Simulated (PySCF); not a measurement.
Ge(H)3(SH) (GeH4S), SMILES [SH][GeH3].

Coordinates come from a PBE0-D3(BJ)/def2-TZVP optimisation.

All values below come from PBE0/def2-TZVPD run with PySCF.

The total energy comes out as -2477.22089 hartree. The point group comes out as Cs and the highest occupied level is -7.35 eV. The lowest empty level is -0.32 eV, the orbital gap is 7.03 eV and the dipole moment is 1.29 D. The quadrupole, principal values (traceless, Buckingham form, about the centre of nuclear charge) comes out as -2.29, -2.23, 4.52 D·Å, the mean static polarisability comes out as 55.4 bohr³ (8.22 Å³) and the polarisability, principal values is 49.9, 50.0, 66.4 bohr³.
